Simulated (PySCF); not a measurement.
Numbering as in the mapped SMILES `[CH:1]#[C:2][SiH2:3][C@:4]([CH3:5])([F:6])[C:7]#[N:8]`; H(Xn) means a hydrogen on atom n. Ha(Si3) is pro-R; Hb(Si3) is pro-S.

[PySCF 2.14.0 with density-fitted response routines: NMR shieldings at PBE0/pcSseg-1/GIAO; GFN2-xTB structure; no relativistic terms; isolated molecule; equivalent nuclei averaged; one computed conformer]

Referencing at the same level of theory: TMS for ¹³C (186.93 ppm).

Do the ¹³C shifts follow the atomic charges (in e)? Tabulate both.

## Answers


```
atoms  hybridisation  δ (ppm)  σ para (ppm)  Hirshfeld    IAO  Mulliken  ESP-fitted
   C7             sp    123.5          -199      +0.07  +0.12     +0.16       +0.36
   C1             sp    108.3          -182      -0.06  -0.16     -0.17       -0.30
   C4            sp3     82.7          -145      +0.04  +0.04     -0.18       +0.15
   C2             sp     82.6          -156      -0.15  -0.34     -0.19       -0.17
   C5            sp3     26.2           -87      -0.12  -0.42     -0.20       -0.43
```

Correlation coefficients of δ with charge over these carbons: Hirshfeld +0.58, IAO +0.76, Mulliken +0.64, ESP-fitted +0.67; with the paramagnetic shielding -1.00. With so few points, grouped by hybridisation, these coefficients are fragile. Charge is one influence among several: hybridisation and low-lying excitations act through the paramagnetic term.

Shifts are as computed. Against solution values, carbons near 30 ppm lie about +3 ppm off and those near 130 ppm about +5 ppm. Of 1211 compounds with measured shifts, 218 miss one by over three times the rms of a fit or turn the order of signals round; such compounds aren't used in these exercises.
